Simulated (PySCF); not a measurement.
# How methods differ on the ionisation energy of Rh⁺

Rh⁺ [Kr] 4d8 (3F) → Rh²⁺ [Kr] 4d7 (4F), as a difference of total energies. Calculation: PySCF 2.14, in x2c-SVPall (6s5p5d1f, 53 functions); the spin-free X2C one-electron Hamiltonian (Gaussian nucleus). Correlated levels: valence: [Kr] frozen. The calculations carry no spin-orbit coupling.

Question: Order these methods by the ionisation energy they give, lowest first.
A. UHF
B. B3LYP
C. BP86
D. SCS-MP2 (valence)

Answer: A (16.187 eV), D (17.452 eV), B (18.447 eV), C (18.664 eV).

The reference lies between the lowest fine-structure levels, while these numbers refer to the centres of the terms.

Errors of the correlated levels include the incompleteness of this basis and the frozen core.

For comparison: 18.08 eV (semi-empirical (NIST evaluation); NIST Atomic Spectra Database, ionization energies).
